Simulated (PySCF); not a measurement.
C2H7Bi. Atoms are numbered in the order given.

```xyz
10

Bi     0.0015    -0.4711     0.0000
H     -1.2268    -0.1398     1.2736
H     -1.2268    -0.1398    -1.2736
C      0.6993     1.7096     0.0000
C     -0.4090     2.7429     0.0000
H      1.3473     1.8019     0.8860
H      1.3473     1.8019    -0.8860
H     -1.0551     2.6461    -0.8861
H     -1.0551     2.6461     0.8861
H      0.0005     3.7684     0.0000
```
Charge 0, spin multiplicity 1.

Coordinates come from a PBE0-D3(BJ)/def2-SVP optimisation. The def2 effective core potentials stand for the cores of Bi; spin–orbit coupling is left out.

Calculation: PySCF with PBE0-D3(BJ)/def2-SVP.

Frequencies are harmonic and unscaled.

Computed harmonic wavenumbers and intensities:
```
mode  ν (cm⁻¹)  IR (km/mol)  Raman (Å⁴/amu)  depolarisation  moving atoms (share of kinetic energy)
----  --------  -----------  --------------  --------------  --------------------------------------
1          106          3.8             0.1            0.75                          H 89 %, C 10 %
2          223          0.1             2.7            0.23                          C 64 %, H 30 %
3          242          0.1             0.7            0.75                                  H 92 %
4          436         19.4            41.0            0.35                          C 61 %, H 32 %
5          509          0.1            19.3            0.75                                  H 99 %
6          593         23.8            30.3            0.59                          H 85 %, C 14 %
7          718         13.2             8.4            0.75                          H 85 %, C 15 %
8          777         24.4            63.6            0.75                                  H 99 %
9          958          0.6             7.7            0.75                          H 89 %, C 10 %
10         970         11.1             4.6            0.71                          H 81 %, C 19 %
11        1076          5.5            12.9            0.72                          C 71 %, H 29 %
12        1195         34.8            57.3            0.32                          H 69 %, C 31 %
13        1243          0.4             2.5            0.75                          H 77 %, C 23 %
14        1389          7.4            11.0            0.60                          H 81 %, C 19 %
15        1443          0.3            10.2            0.75                          H 88 %, C 12 %
16        1466         13.4            18.4            0.75                                  H 97 %
17        1468          1.3            12.7            0.70                                  H 96 %
18        1807        239.2           224.9            0.10                                 H 100 %
19        1815        257.5           170.9            0.75                                 H 100 %
20        3037         40.6           240.6            0.14                                  H 97 %
21        3079         14.6           122.1            0.13                                  H 95 %
22        3124         17.0           139.8            0.63                           H 91 %, C 9 %
23        3136          0.0           112.0            0.75                          H 90 %, C 10 %
24        3157         17.2            12.6            0.75                          H 90 %, C 10 %
```
